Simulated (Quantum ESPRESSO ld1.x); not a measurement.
Species: Te22+. Configuration: [Ar] 3d10 4s2. All-electron calculation, non-relativistic Kohn-Sham, LDA (Slater exchange, VWN5 correlation), spin-polarised, spherical densities, point nucleus; relativity is left out, which matters for an element this heavy. Program: ld1.x of Quantum ESPRESSO 7.5.

Unscreened Slater integrals over Kohn-Sham orbitals (eV). They are taken over the spin-up orbitals.

integral,value
"F0(4s,4s)",35.341
"F0(4s,3d)",44.661
"G2(4s,3d)",4.0461
"F0(4s,3p)",43.933
"G1(4s,3p)",4.3284
"F0(4s,3s)",43.662
"G0(4s,3s)",3.2411
"F0(3d,3d)",85.230
"F2(3d,3d)",43.067
"F4(3d,3d)",27.615
"F0(3d,3p)",79.674
"F2(3d,3p)",38.428
"G1(3d,3p)",42.712
"G3(3d,3p)",27.905
"F0(3d,3s)",78.042
"G2(3d,3s)",31.281
"F0(3p,3p)",76.287
"F2(3p,3p)",38.577
"F0(3p,3s)",74.889
"G1(3p,3s)",48.812
"F0(3s,3s)",73.739
